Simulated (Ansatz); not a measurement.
Several settings on one geometry of the cluster Mg2O2 (that of the charge 0 singlet, PBE0-D4/def2-TZVP). Ansatz on 4 threads of Arm Neoverse V2 on a shared host; times are rough.

```xyz
4

Mg   -1.182   -0.159    0.003
Mg    1.183    0.158   -0.004
O     0.189   -1.412    0.027
O    -0.189    1.412   -0.026
```

Totals from different functionals, basis sets or treatments of relativity can't be compared as stabilities.

DK, ANO-RCC and x2c sets are all-electron and run with scalar relativity unless a key says otherwise.

Give the basis size and estimate the energy, ⟨S²⟩, dipole and time of these runs.

```
run                   method  charge    state                                                                                                              further keys
  1    RKS PBE0/x2c-TZVPPall       0  singlet  final_grid: {core_spheres: 5, valence_spheres: 4, degree: 11}; scf: {omitted_lower_state_checks: [starts]}; forces asked
  2  RKS LDA (SPW92)/pcseg-2       0  singlet                                                                 scf: {omitted_lower_state_checks: [starts]}; forces asked
  3    RKS SVWN5/def2-mTZVPP       0  singlet                                                                 scf: {omitted_lower_state_checks: [starts]}; forces asked
  4       RKS ωPBEh/def2-SVP       0  singlet                                                                                                              forces asked
```


```
run  functions  energy (Eh)  ⟨S²⟩  dipole (D)  wall time
  1        126    -551.0620     –        0.01     0.65 s
  2         98    -547.7885     –        0.01      0.4 s
  3         76    -547.7581     –        0.01      0.3 s
  4         64    -550.0452     –        0.01      0.7 s
```
